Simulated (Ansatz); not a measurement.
```yaml
crystal:
  periodic: [false, false, false]
  atoms:
    - {symbol: Co, position_ang: [1.235540, 0.219109, 0.867929]}
    - {symbol: Si, position_ang: [-1.396385, 0.936539, 0.296331]}
    - {symbol: Si, position_ang: [0.426706, 0.414333, -1.252590]}
    - {symbol: Si, position_ang: [0.579332, 2.317153, 0.176563]}
    - {symbol: Si, position_ang: [-1.411863, -1.115841, -1.021962]}
    - {symbol: Si, position_ang: [1.021530, -1.793048, -0.473942]}
    - {symbol: Si, position_ang: [-0.454860, -0.978255, 1.407673]}
basis:
  gaussian: {orbitals: def2-TZVP, initial_orbitals: start.molden}
magnetization: {spin_polarized: true, initial_magnetization: 1}
hamiltonian: {xc: {name: CAM-B3LYP}, dispersion: d4}
scf: {omitted_lower_state_checks: [starts]}
output: {forces: true, orbitals: {seedname: orbitals}}
```

The file start.molden holds the orbitals of an earlier run on this structure, at another level or in another basis.

```sh
$ ansatz run in.yaml --threads 4 --pin off --events-out ev --progress --plain --max-ram 4787MiB
```

**Question.** Does this run fit into the memory that it is given?

**Answer.** No. It has 267 basis functions, and Ansatz plans for 4.79 GiB where 4.67 GiB are given.
